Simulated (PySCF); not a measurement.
BH₃, SMILES B.

The structure is a stationary point at PBE0-D3(BJ)/def2-TZVPD. The isomer is the one that the SMILES or the coordinates give; other isomers of the formula were not compared.

All values below come from TDDFT-M06-2X/def2-TZVPD in PySCF.

Vertical excitations; the highest root listed may be one member of a degenerate set. Gas-phase values at a fixed geometry. State labels are in the subgroup C2v.

```csv
state,symmetry,energy (eV),λ (nm),f,main pairs
S1,B2,5.67,219,0.000,HOMO→LUMO 97 %
S2,A2,5.67,219,0.000,HOMO−1→LUMO 97 %
S3,A1,9.29,133,0.089,HOMO→LUMO+1 (degenerate set)
S4,B1,9.29,133,0.089,HOMO−1→LUMO+1 (degenerate set)
S5,B1,10.75,115,0.000,"HOMO−1→LUMO+2 44 %, HOMO→LUMO+3 44 %"
S6,B1,11.06,112,0.001,"HOMO→LUMO+3, HOMO−1→LUMO+2, HOMO−1→LUMO+6 (degenerate set)"
S7,A1,11.06,112,0.001,"HOMO→LUMO+2, HOMO−1→LUMO+3, HOMO→LUMO+6 (degenerate set)"
S8,B1,11.28,110,0.000,"HOMO→LUMO+4 42 %, HOMO−1→LUMO+5 42 %"
S9,A1,11.34,109,0.000,"HOMO→LUMO+5 25 %, HOMO−1→LUMO+4 25 %, HOMO−1→LUMO+3 24 %, HOMO→LUMO+2 23 %"
S10,B1,11.44,108,0.089,"HOMO−1→LUMO+5 33 %, HOMO→LUMO+4 33 %, HOMO−1→LUMO+6 31 %"
T1,B2,5.11,243,0,HOMO→LUMO 95 %
T2,A2,5.11,242,0,HOMO−1→LUMO 95 %
T3,A1,9.14,136,0,HOMO→LUMO+1 (degenerate set)
T4,B1,9.14,136,0,HOMO−1→LUMO+1 (degenerate set)
```
Triplets are in the Tamm–Dancoff approximation, which puts them higher than full response would, so one can lie above its singlet here.
